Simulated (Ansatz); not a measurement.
System: Tl, charge 0, doublet.

Total energies in hartree (Ansatz, an electronic-structure program). Open shells are spin-unrestricted; no spin-orbit coupling. Correlated methods leave the cores frozen (noble-gas shells, and filled d and f shells in the p block). Past Kr the def2 sets carry scalar-relativistic core potentials. Where a partner has so few electrons that a lower coupled-cluster level is exact, that level stands in. Spin-orbit terms, left out, reach several kcal/mol for Br and I, and more for heavier atoms.

| species | HF/def2-TZVPPD | CCSD(T)/def2-TZVPPD | HF/def2-QZVPPD | CCSD(T)/def2-QZVPPD | CCSDT(Q)/def2-QZVPPD |
|---|---|---|---|---|---|
| 1: Tl (doublet) | -171.51504 | -171.55080 | -171.51556 | -171.55247 | -171.55262 |
| 2: Tl- (triplet) | -171.51097 | -171.55719 | -171.51354 | -171.56182 | -171.56224 |

Q: Work out the electron affinity (Tl- (triplet) against Tl (doublet)) in eV: take Hartree-Fock from def2-QZVPPD, extrapolate the CCSD(T) correlation energy as X^-3 (X = 3, 4), and add CCSDT(Q) - CCSD(T) in def2-QZVPPD. 1 hartree = 27.211 eV.

A: 
Species 1: correlation (64·(-0.03691) - 27·(-0.03576))/37 = -0.03775; step -0.00015; E1 = -171.51556 + (-0.03775) + (-0.00015) = -171.55346
Species 2: correlation (64·(-0.04828) - 27·(-0.04622))/37 = -0.04978; step -0.00042; E2 = -171.51354 + (-0.04978) + (-0.00042) = -171.56374
+1·E1 -1·E2 = 0.01028 hartree = 0.28 eV.
